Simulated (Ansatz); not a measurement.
```yaml
crystal:
  periodic: [false, false, false]
  atoms:
    - {symbol: F, position_ang: [-0.107672, 1.909788, -0.126208]}
    - {symbol: Si, position_ang: [-0.173566, 0.899042, 1.093975]}
    - {symbol: F, position_ang: [1.284067, 0.875991, 1.713562]}
    - {symbol: Xx, position_ang: [-0.766806, -1.015214, 0.453521]}
    - {symbol: Si, position_ang: [0.511421, -1.223280, -1.259559]}
    - {symbol: H, position_ang: [-1.114650, 1.403722, 2.104070]}
    - {symbol: H, position_ang: [0.125853, -0.274566, -2.338793]}
    - {symbol: H, position_ang: [0.333552, -2.632584, -1.696466]}
basis:
  gaussian: {orbitals: aug-cc-pVDZ}
magnetization: {spin_polarized: true, initial_magnetization: 3}
hamiltonian: {xc: {name: PBE-QIDH}}
output: {forces: true}
```

```sh
$ ansatz run in.yaml --threads 4 --pin off --events-out ev --progress --plain --max-ram 10444MiB
```

(1) How does Ansatz answer? (An estimate is asked.)

Answers

(1) The calculation gave: The program refused the input.
```
Error: YAML parse error: error: line 7 column 16: `Xx` is not an element symbol (H … Og, case-exact)
 --> <input>:7:16
5 |     - {symbol: Si, position_ang: [-0.173566, 0.899042, 1.093975]}
6 |     - {symbol: F, position_ang: [1.284067, 0.875991, 1.713562]}
7 |     - {symbol: Xx, position_ang: [-0.766806, -1.015214, 0.453521]}
8 |     - {symbol: Si, position_ang: [0.511421, -1.223280, -1.259559]}
9 |     - {symbol: H, position_ang: [-1.114650, 1.403722, 2.104070]}
```
